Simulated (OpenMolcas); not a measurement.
An atom or ion with 48 electrons was computed by MS-CASPT2, IPEA 0.25 Eh, imaginary shift 0.1 Eh with spin-orbit coupling (OpenMolcas, ANO-RCC-VTZP, DKH2). The lowest levels that the run gave, each within 12 % of the measured value where one is at hand:

```tsv
J	Parity	E (cm⁻¹)	g
0	even	0.0	
0	odd	86680	
1	odd	90090	1.488
2	odd	99690	1.501
1	odd	126390	1.013
0	even	202360	
1	even	209900	1.501
2	even	211070	1.202
2	even	223170	1.299
0	even	245480
```

Which ion is it, and what are the configurations and terms?

I5+ (Z = 53, charge +5; active space 2 electrons in 8 orbitals (5s 5p 6s 6p)). J, parity and g give the terms where levels are pure, and mixed ones are named by the computed weights; the size of the splittings, set against known spectra of the 48-electron sequence, gives the charge. In order, with the measured energies in cm⁻¹ (the list in Rauch et al., Astron. Astrophys. 606, A105 (2017)): 5s² ¹S₀, 5s 5p ³P°₀ (85666), 5s 5p ³P°₁ (89262), 5s 5p ³P°₂ (99685), 5s 5p ¹P°₁ (127424), 5p² ³P₀ (200085), 5p² ³P₁ (208474), 5p² ¹D₂ [60 %] (209432), 5p² ³P₂ [60 %] (221984), 5p² ¹S₀ (245658).

CASPT2 breaks the degeneracy within a term, and the mean is taken; among the terms shown or strongly mixed into the levels shown the widest spread is 180 cm-1 (5p² ¹D). Over all roots computed the reference weight is 0.88 to 0.95; the roots of lowest weight are the least certain, and an intruder state may touch them. Active for correlation alone: 6p 6s; no level in the range computed is led by a configuration that fills them, so any true level of that kind is missing. The ¹D term of p² mixes with s d, which this space lacks. Computed and measured levels are paired by configuration, term and J; levels that our copy of the source lacks, or whose pairing is in doubt (as where it misses far off the trend of its configuration), stay unpaired and out of the deviations. Only configurations of the active space appear.

A share in square brackets marks a mixed level and gives the weight of the term that names it. ° marks odd parity.
